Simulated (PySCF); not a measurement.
CH8N2OSi, SMILES CN[Si@@H](N)O.

Geometry optimised at B3LYP-D3(BJ)/def2-SVP. The structure was generated by enumeration; whether it is a known compound was not checked. Other conformers were not sampled.

Computed with PySCF with TDDFT-LC-ωPBE/def2-SVPD.

Vertical excitations. The molecule is in vacuum.

```
state  energy (eV)  λ (nm)      f                                                                      main pairs
-----  -----------  ------  -----  ------------------------------------------------------------------------------
S1            6.97     178  0.006            HOMO→LUMO 41 %, HOMO→LUMO+2 25 %, HOMO→LUMO+3 13 %, HOMO→LUMO+1 11 %
S2            7.34     169  0.040                         HOMO−1→LUMO+1 42 %, HOMO−1→LUMO 40 %, HOMO−1→LUMO+2 7 %
S3            7.80     159  0.055                             HOMO→LUMO+1 41 %, HOMO→LUMO+2 30 %, HOMO→LUMO+5 8 %
S4            7.93     156  0.033                              HOMO→LUMO 35 %, HOMO→LUMO+1 29 %, HOMO→LUMO+2 14 %
S5            8.26     150  0.019                                              HOMO→LUMO+3 69 %, HOMO→LUMO+2 12 %
S6            8.35     149  0.050      HOMO−2→LUMO 26 %, HOMO−1→LUMO 21 %, HOMO−1→LUMO+2 15 %, HOMO−2→LUMO+2 11 %
S7            8.62     144  0.012        HOMO−2→LUMO 26 %, HOMO−1→LUMO+2 16 %, HOMO−2→LUMO+2 9 %, HOMO−1→LUMO 7 %
S8            8.87     140  0.018  HOMO−1→LUMO+2 21 %, HOMO−1→LUMO+4 17 %, HOMO−1→LUMO+1 14 %, HOMO−1→LUMO+5 11 %
S9            8.99     138  0.036                            HOMO→LUMO+4 48 %, HOMO→LUMO+5 16 %, HOMO→LUMO+7 14 %
S10           9.07     137  0.027                                           HOMO−1→LUMO+7 42 %, HOMO−1→LUMO+9 9 %
T1            6.69     185      0            HOMO→LUMO 36 %, HOMO→LUMO+2 22 %, HOMO→LUMO+3 20 %, HOMO→LUMO+1 10 %
T2            6.88     180      0                         HOMO−1→LUMO+1 44 %, HOMO−1→LUMO 33 %, HOMO−1→LUMO+2 7 %
T3            7.26     171      0                                              HOMO→LUMO+2 39 %, HOMO→LUMO+1 25 %
T4            7.73     160      0             HOMO→LUMO+1 39 %, HOMO→LUMO 12 %, HOMO→LUMO+2 12 %, HOMO−2→LUMO 6 %
```
Triplets are in the Tamm–Dancoff approximation, which puts them higher than full response would, so one can lie above its singlet here.
